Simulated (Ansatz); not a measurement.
`C=N[SiH2]S` → `C=N` + `[SiH]S` at 400 K and 1 bar (silylene formation by 1,1-elimination).

Calculated with Ansatz (gas phase, PBE0-D4/def2-TZVP geometries, no zero-point term in ΔE). CCSD(T)/CBS is the MP2 limit (def2-TZVPP, def2-QZVPP) plus CCSD(T) − MP2 in def2-TZVPP, frozen cores. This one scheme is used for every species. Each species was taken in one conformer, which may not be the lowest.

```json
{"species": "`C=N[SiH2]S`", "CCSD(T)/CBS energy (Eh)": "-782.63012", "H − E (kJ/mol)": "180.3", "S (J/(mol·K))": "358.6"}
{"species": "`C=N`", "CCSD(T)/CBS energy (Eh)": "-94.52360", "H − E (kJ/mol)": "119.4", "S (J/(mol·K))": "238.9"}
{"species": "`[SiH]S`", "CCSD(T)/CBS energy (Eh)": "-688.02937", "H − E (kJ/mol)": "61.1", "S (J/(mol·K))": "271.5"}
```

H − E and S are ideal-gas, rigid-rotor, harmonic terms from PBE0-D4/def2-TZVP, for one conformer and one mirror image of each species. 1 Eh = 2625.50 kJ/mol, R = 8.31446 J/(mol·K).

By hand: ΔE, ΔH, ΔS and ΔG.

ΔE = (-94.52360) + (-688.02937) − (-782.63012) = 0.07715 Eh = 202.6 kJ/mol. Δ(H − E) = 119.4 + 61.1 − 180.3 = 0.2, so ΔH = 202.8 kJ/mol. ΔS = 238.9 + 271.5 − 358.6 = 151.8 J/(mol·K). ΔG = 202.8 − 400 × (151.8)/1000 = 142.1 kJ/mol.

By hand: the equilibrium constant, and the temperature at which ΔG would vanish if ΔH and ΔS stayed fixed.

log₁₀ K = −ΔG/(RT ln 10) = -18.6. ΔG = 0 at ΔH/ΔS = 1336 K.

The number of gas molecules changes by +1, which sets the sign of ΔS. A doubt of 5 kJ/mol in ΔE shifts log₁₀ K by 0.7 here. Other conformers and mirror images would add mixing entropy, several J/(mol·K) or more a flexible species. These are equilibria of isolated gas molecules and say nothing of rates. Largest T1 diagnostic: 0.016 (customary marks: 0.02 for closed shells, 0.045 for open ones).
